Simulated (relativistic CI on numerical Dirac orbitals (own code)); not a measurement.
## L2,3 absorption of cobalt in several valence states

Computed multiplet spectra 2p⁶3dⁿ → 2p⁵3dⁿ⁺¹ (Dirac-Coulomb-Breit ions, Slater integrals scaled by 0.7, an assumed crystal field that grows with the charge, no charge transfer; 300 K; Lorentzian 0.4 eV and Gaussian 0.3 eV FWHM at both edges, so that L2 comes out sharper than in experiment). Peaks over 5 % are given in eV from the highest peak in the L3 region of each spectrum (height, largest 100). S of the lowest state is read from ⟨S²⟩, and the branching ratio is the share of L3, cut at the minimum between the edges.

Field parameters in Wybourne normalisation: Oh B⁴₀ = 21Dq, B⁴₄ = √(5/14) B⁴₀. The field is a parameter set, without covalency.

- Co²⁺ (d7, Oh, 10Dq = 12300 cm⁻¹): S = 1.50, high spin, branching ratio 0.81; peaks -3.2 (62), -1.2 (97), 0.0 (100), 1.1 (21), 12.5 (7), 13.6 (26), 14.4 (26), 14.9 (25), 15.9 (7)
- Co⁴⁺ (d5, Oh, 10Dq = 19500 cm⁻¹): S = 2.50, high spin, branching ratio 0.76; peaks -2.5 (36), 0.0 (100), 1.5 (21), 3.7 (7), 12.9 (14), 15.4 (18), 16.8 (13)
- Co⁵⁺ (d4, Oh, 10Dq = 23100 cm⁻¹): S = 1.82, high spin, branching ratio 0.72; peaks -3.5 (21), -2.6 (49), 0.0 (100), 1.6 (56), 10.4 (7), 11.9 (34), 12.9 (17), 14.3 (20), 15.5 (24), 15.9 (25), 17.1 (9), 18.1 (7)

Problem. What spin state follows for Co³⁺ in Oh, 10Dq = 15900 cm⁻¹, and does its branching ratio lie nearer 2/3 or nearer 0.8?

Solution. Co³⁺ (d6, Oh, 10Dq = 15900 cm⁻¹): S = 0.12, low spin, branching ratio 0.70; peaks -2.1 (9), 0.0 (100), 1.8 (39), 3.4 (7), 14.3 (47), 15.3 (16), 15.8 (15). High-spin states, above all those with an unquenched orbital moment, raise the ratio above the statistical 2/3; low spin and nearly empty shells keep it near or below 2/3.

The centroid of the whole edge, which also moves with the branching ratio, lies at 783.8 (Co²⁺), 788.1 (Co³⁺), 790.9 (Co⁴⁺), 795.4 (Co⁵⁺) eV in this ionic model, in steps of 2.8 to 4.5 eV. Compounds show about 1 to 2 eV a unit and lower energies for the high valences, since ligands screen the charge. The multiplet shape follows the d count and the spin state, and so serves as a fingerprint of valence. Real compounds of Co⁴⁺, Co⁵⁺ are mostly low spin, since covalency shrinks the Slater integrals more than this scale does. Co³⁺ lies at a spin crossover. Co⁵⁺ lies at a spin crossover.
